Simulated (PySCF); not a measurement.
# Correlation energy of Ba⁺ (barium, charge +1)

[Xe] 6p1, 2P determinant (an excited configuration). Computed with PySCF 2.14 in x2c-TZVPPall, with scalar relativity by spin-free X2C-1e. Frozen: [Kr] 4d10; 9 electrons correlated.

```json
{"level": "CCSD", "correlation energy (mhartree)": "-176.06"}
{"level": "(T)", "correlation energy (mhartree)": "-4.49"}
{"level": "CCSD(T)", "correlation energy (mhartree)": "-180.55"}
```

Diagnostics: T1 = 0.011, D1 = 0.0477, largest double amplitude 0.029.

**Question.** Is a single reference adequate?

**Answer.** Yes, within this model without spin-orbit coupling: T1 lies below 0.03 and no double amplitude reaches 0.07.

The basis was made for the ground configuration and has no added diffuse functions, which can raise the energy of the promoted electron.

This basis was not built for core-valence correlation, so the inner-shell part is incomplete.
